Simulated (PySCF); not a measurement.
C₃H₆OSi, SMILES [SiH2]1COC=C1.

Geometry: PBE0-D3(BJ)/def2-SVP. The structure was generated by enumeration, and PubChem lists no compound with its InChIKey, so it may never have been made. One conformer was computed; it need not be the lowest.

Calculation: SMD-B3LYP/def2-SVP (PySCF).

Solvation free energies are E(SMD) − E(gas) at the gas-phase geometry, for 1 M in both phases. In vacuum the dipole moment is 0.23 D.

Computed solvation free energies in water, n-hexane, cyclohexanone:
| solvent | ΔG(solv) (kcal/mol) | its non-electrostatic (CDS) part | dipole (D) |
|---|---|---|---|
| water | 0.8 | 4.2 | 0.31 |
| n-hexane | -1.6 | -0.7 | 0.24 |
| cyclohexanone | -1.7 | 0.5 | 0.30 |
